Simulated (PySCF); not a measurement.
This PySCF input asks for the NMR shieldings of `c1([SiH3])cn([C@@H](CC)C)nn1`, C6H13N3Si; the geometry comes from GFN2-xTB.

```python
import basis_set_exchange as bse
import numpy as np
from pyscf import gto, dft
from pyscf.prop import nmr

atoms = """
C    -2.298002    1.084253    0.745218
C    -2.234085   -0.259845    0.029784
C    -0.945310   -1.024860    0.351219
C    -0.963892   -2.429678   -0.247931
N     0.187946   -0.302402   -0.175932
C     1.252780    0.201870    0.480057
C     2.035431    0.789794   -0.494847
Si    3.672440    1.686835   -0.379867
N     1.388926    0.600480   -1.673042
N     0.304941   -0.042485   -1.475014
H    -2.252005    0.949615    1.824709
H    -3.226835    1.594380    0.503730
H    -1.471640    1.722893    0.440458
H    -2.275663   -0.105286   -1.049457
H    -3.085996   -0.874929    0.324421
H    -0.811324   -1.083702    1.438190
H    -1.802397   -2.994765    0.149421
H    -1.057034   -2.363077   -1.328776
H    -0.042589   -2.957980   -0.011384
H     1.376784    0.117171    1.539622
H     4.753239    0.782344   -0.779366
H     3.847291    2.062554    1.028829
H     3.642240    2.873804   -1.229963
"""
names = dict.fromkeys(["C", "N", "Si", "H"], "pcSseg-1")
basis = {el: gto.basis.parse(bse.get_basis(n, elements=[el], fmt="nwchem")) for el, n in names.items()}
mol = gto.M(atom=atoms, basis=basis, charge=0, verbose=0)
mf = dft.RKS(mol, xc="PBE0")
mf.grids.level = 2
mf.grids.alignment = dft.numint.BLKSIZE   # the property module wants whole blocks of grid points
mf.conv_tol = 1e-9
mf.kernel()

calc = nmr.RKS(mf)   # GIAO
C = mf.mo_coeff
Co = C[:, mf.mo_occ > 0]
resp = mf.gen_response(singlet=True, hermi=2)
def vind(x):   # induced exchange potential for any number of trial vectors
    d = np.einsum("pi,xij,qj->xpq", C, 2 * x.reshape(-1, C.shape[1], Co.shape[1]), Co, optimize=True)
    return np.einsum("xpq,pi,qj->xij", resp(d - d.transpose(0, 2, 1)), C, Co, optimize=True).ravel()
mo1, _ = nmr.rhf.solve_mo1(calc, with_cphf=vind)
sigma = calc.kernel(mo1)
for i, s in enumerate(sigma):   # ppm
    w = np.linalg.eigvalsh((s + s.T) / 2)
    print("%2d %-2s iso %8.1f  s11 %8.1f  s22 %8.1f  s33 %8.1f" % (i, mol.atom_pure_symbol(i), w.mean(), *w))
```

Task: What are the results?

Result: 
```
 0 C  iso    173.3  s11    160.1  s22    172.7  s33    187.1
 1 C  iso    151.8  s11    140.0  s22    144.7  s33    170.7
 2 C  iso    125.7  s11    107.4  s22    127.4  s33    142.4
 3 C  iso    160.6  s11    143.2  s22    153.7  s33    185.0
 4 N  iso    -14.1  s11   -163.5  s22      8.4  s33    112.8
 5 C  iso     47.8  s11    -40.6  s22     57.0  s33    126.9
 6 C  iso     49.6  s11    -20.6  s22     36.6  s33    132.9
 7 Si iso    435.7  s11    417.1  s22    430.4  s33    459.5
 8 N  iso   -141.7  s11   -412.2  s22   -199.0  s33    186.1
 9 N  iso   -134.1  s11   -394.4  s22   -139.4  s33    131.4
10 H  iso     31.1  s11     27.1  s22     28.6  s33     37.5
11 H  iso     30.6  s11     25.7  s22     27.5  s33     38.7
12 H  iso     31.2  s11     25.6  s22     33.0  s33     35.0
13 H  iso     29.1  s11     25.2  s22     28.4  s33     33.7
14 H  iso     30.1  s11     24.9  s22     29.7  s33     35.6
15 H  iso     27.8  s11     24.3  s22     27.6  s33     31.3
16 H  iso     30.4  s11     26.3  s22     27.7  s33     37.2
17 H  iso     29.3  s11     24.9  s22     28.5  s33     34.6
18 H  iso     30.2  s11     25.8  s22     28.4  s33     36.4
19 H  iso     24.2  s11     22.1  s22     22.3  s33     28.3
20 H  iso     27.1  s11     24.0  s22     24.9  s33     32.5
21 H  iso     27.3  s11     23.4  s22     26.7  s33     31.8
22 H  iso     27.1  s11     23.5  s22     25.5  s33     32.1
```

These numbers come from an equivalent density-fitted implementation of the same equations, which agrees with the script to about 0.01 ppm for H and up to a few tenths of a ppm for heavy atoms, so last digits may differ.

Task: Turn these shieldings into chemical shifts. Shifts are taken against calculated references (same method and geometry level): ¹³C (σref 186.93), ²⁹Si (σref 349.16), ¹H (σref 31.72) against TMS; ¹⁵N (σref 267.73) against NH3.

Result: Averaging equivalent atoms: C 5: 139.2; C 6: 137.3; C 2: 61.2; C 1: 35.1; C 3: 26.3; C 0: 13.6; N 8: 409.4; N 9: 401.9; N 4: 281.8; Si 7: -86.5; H 19: 7.52; H 20/21/22: 4.56; H 15: 3.95; H 13: 2.64; H 16/17/18: 1.74; H 14: 1.66; H 10/11/12: 0.75 ppm. Experimental scales use liquid or dissolved standards, which lie at an offset from isolated NH3 (liquid NH3: subtract about 20 ppm). Unscaled 15N shifts of sp2 nitrogen come out 20 to 40 ppm too high even then.

Size and cost of the density-fitted run: 242 basis functions, 43 s wall time on 1 thread of an x86-64 server CPU, shared host.
